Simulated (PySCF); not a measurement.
**Electron affinity of Cu by level of theory**

Cu⁻ [Ar] 3d10 4s2 (1S) → Cu [Ar] 3d10 4s1 (2S), as a difference of total energies. All numbers are calculated (PySCF 2.14, the spin-free X2C one-electron Hamiltonian (Gaussian nucleus), in x2c-TZVPPall with one added diffuse shell each of s, p, d, f type (7s6p5d3f1g, 80 functions)). Correlated levels: valence: [Ar] frozen. The calculations carry no spin-orbit coupling.

| method | electron affinity (eV) | error (eV) |
| --- | --- | --- |
| UHF | 0.014 | -1.222 |
| MP2 (valence) | 0.883 | -0.353 |
| SCS-MP2 (valence) | 0.925 | -0.311 |
| CCSD (valence) | 1.024 | -0.212 |
| CCSD(T) (valence) | 1.194 | -0.042 |

Reference: 1.236 eV (measured; photodetachment measurements, as compiled on the Wikipedia data page of electron affinities).

Errors of the correlated levels include the incompleteness of this basis and the frozen core.

The coupled-cluster amplitudes are large for Cu⁻ (T1 above 0.03 or a double amplitude above 0.15), so a single reference is strained.
